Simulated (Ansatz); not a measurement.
H2ClNSi, SMILES `N[Si]Cl` (excited triplet) (charge 0, multiplicity 3). This triplet is an excited state, 2.47 eV above the relaxed singlet at the level frozen-core CCSD(T)/cc-pVTZ // PBE0-D3(BJ)/def2-TZVP (Ansatz, a first-principles code).

Cartesian coordinates (Å):
```xyz
5

N     -0.7246     0.1132     0.0462
Si     0.7133    -0.5756    -0.5571
Cl     2.5323    -0.0183     0.2541
H     -1.1998     0.8601    -0.4346
H     -1.3212    -0.3793     0.6914
```
Charge 0, spin multiplicity 3.

Frozen-core energies in cc-pVDZ from Ansatz at a geometry from PBE0-D3(BJ)/def2-TZVP; the HF reference has <S^2> = 2.01 and the T1 diagnostic is 0.018.

```
level  energy (Ha)
-----  -----------
HF      -804.04238
MP2     -804.40712
CCSD    -804.43716
```

Question: Estimate the energies of CCSD(T), CCSDT and CCSDT(Q), and give each level's difference from CCSDT(Q).

Answer: 
| level | energy (Ha) | difference from CCSDT(Q) (mHa) |
|---|---|---|
| MP2 | -804.40712 | 42.09 |
| CCSD | -804.43716 | 12.06 |
| CCSD(T) | -804.44728 | 1.94 |
| CCSDT | -804.44823 | 0.99 |
| CCSDT(Q) | -804.44921 | 0.00 |
